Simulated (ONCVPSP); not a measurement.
gold (Au), ONCV: configuration errors across variants

Au, optimised norm-conserving Vanderbilt (ONCV), made with ONCVPSP 4.0.1 (PBE, scalar-relativistic). Core [Kr] 4d10 4f14, reference 5s2 5p6 5d10 6s1. Waves: 5s+6s: rc 1.25 bohr, ncon 4, nbas 7, qcut 7.6 1/bohr, 2 projectors; 5p: rc 1.35 bohr, ncon 4, nbas 7, qcut 8 1/bohr, 2 projectors, debl 2.1 Ha; 5d: rc 1.55 bohr, ncon 4, nbas 8, qcut 6.6 1/bohr, 2 projectors, debl 0.8 Ha; f scattering state at 0.09 Ha: rc 1.35 bohr, ncon 3, nbas 6, qcut 7.8 1/bohr, 1 projector. Local part: polynomial inside 1.00 bohr (lpopt 5, dvloc0 -1 Ha). Core correction: none.

In the p channel the program set the typed energies aside and used -2.197, 0.250 Ha.

All-electron excitation energies from the reference (eV): (1) 5s2 5p6 5d10 6s0 9.409; (2) 5s2 5p6 5d9 6s0 30.617; (3) 5s2 5p6 5d8 6s0 64.495; (4) 5s2 5p6 5d7 6s0 112.207.

2 further variants failed, have other tests or too few solved ones, and are left out.

Errors AE − PS in meV (a dash: test not solved or not reliable):

```csv
change,(1),(2),(3),(4),bound ghosts,GHOST(+) flags above zero
base,-3.7,-5.7,-15,-35,none,s
"core correction Teter function, fcfact 2.25, rcfact 1.35",-4.0,-5.9,-14,-33,none,s
s: nproj 4,-3.6,-5.6,-15,-35,none,s
"local potential polynomial inside 1.00 bohr (lpopt 5, dvloc0 7.5 Ha)",-3.6,-5.6,-15,-35,none,s
f: nbas 7,-3.7,-5.7,-15,-35,none,s
f: qcut 10.9,-3.7,-5.7,-15,-35,none,s
s: qcut 8.2; p: qcut 8.7; d: qcut 7.2; f: qcut 8.5,-3.6,-5.7,-15,-36,none,"s, p"
"all radii scaled by about 1.13 (s 1.42, p 1.52, d 1.76, f 1.52 bohr); local potential polynomial inside 1.12 bohr (lpopt 5, dvloc0 -1 Ha)",-3.9,-5.9,-13,-27,none,s
"f: ncon 5, nbas 8",-3.7,-5.7,-15,-35,none,s
```

Task: Give the same row for: d: rc 1.26.

Result: -3.7, -5.0, -13, -32; bound ghosts: none; GHOST(+) flags above zero: s.
